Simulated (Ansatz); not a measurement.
Calculated with Ansatz (gas phase, PBE0-D4/def2-TZVP geometries, no zero-point term in ΔE). CCSD(T)/CBS is the MP2 limit (def2-TZVPP, def2-QZVPP) plus CCSD(T) − MP2 in def2-TZVPP, frozen cores. This one scheme is used for every species. Functionals use def2-TZVPP. Each species was taken in one conformer, which may not be the lowest.

Consider the substitution at a C–O bond: `COB(N)O` + `C1CNC1` → `CN1CCC1` + `NB(O)O`.

```csv
level,ΔE (kJ/mol),difference from CCSD(T)/CBS
PBE-D4,-40.7,0.9
r2SCAN-D4,-40.2,1.4
PBE0-D4,-41.0,0.6
ωB97M-V,-38.9,2.7
B2PLYP,-38.8,2.8
PBE0,-39.7,1.9
CCSD/def2-TZVPP,-39.7,1.9
HF/def2-QZVPP,-32.1,9.5
HF/CBS(def2),-32.1,9.5
MP2/CBS(def2),-47.5,-5.9
CCSD(T)/CBS,-41.6,0
```

Largest T1 diagnostic among the species: 0.011.

In def2-TZVPP, CCSD(T) changes the Hartree–Fock value by −8.6 kJ/mol (the triples alone add −1.2 kJ/mol) and MP2 by −14.5 kJ/mol.
